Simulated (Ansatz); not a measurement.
`BCB(C)Cl` + `F[C@H]1[SiH2][C@@H]1Cl` → `BCB(C)F` + `Cl[C@@H]1[SiH2][C@H]1Cl`  (redistribution)

Gas-phase electronic energies from Ansatz, PBE0-D4/def2-TZVP geometries. CBS: MP2 limit from def2 TZ/QZ plus the TZ coupled-cluster correction, frozen cores. DFT in def2-TZVPP. B3LYP here is the variant with VWN-RPA as its local correlation; programs differ in this. Each species was taken in one conformer, which may not be the lowest.

| level | ΔE (kJ/mol) | difference from CCSD(T)/CBS |
| --- | --- | --- |
| PBE-D4 | -75.4 | 10.8 |
| r2SCAN-D4 | -78.6 | 7.6 |
| B3LYP-D4 | -81.8 | 4.4 |
| ωB97X-V | -79.8 | 6.4 |
| ωB97M-V | -81.6 | 4.6 |
| B2PLYP | -84.9 | 1.3 |
| PBE | -75.4 | 10.8 |
| r2SCAN | -78.7 | 7.5 |
| PBE0 | -78.3 | 7.9 |
| HF/def2-TZVPP | -85.7 | 0.5 |
| MP2/def2-TZVPP | -89.7 | -3.5 |
| CCSD/def2-TZVPP | -85.3 | 0.9 |
| MP2/def2-QZVPP | -90.9 | -4.7 |
| SCS-MP2/def2-QZVPP | -89.7 | -3.5 |
| HF/CBS(def2) | -86.6 | -0.4 |
| MP2/CBS(def2) | -91.2 | -5.0 |
| CCSD(T)/CBS | -86.2 | 0 |

Largest T1 diagnostic among the species: 0.012.
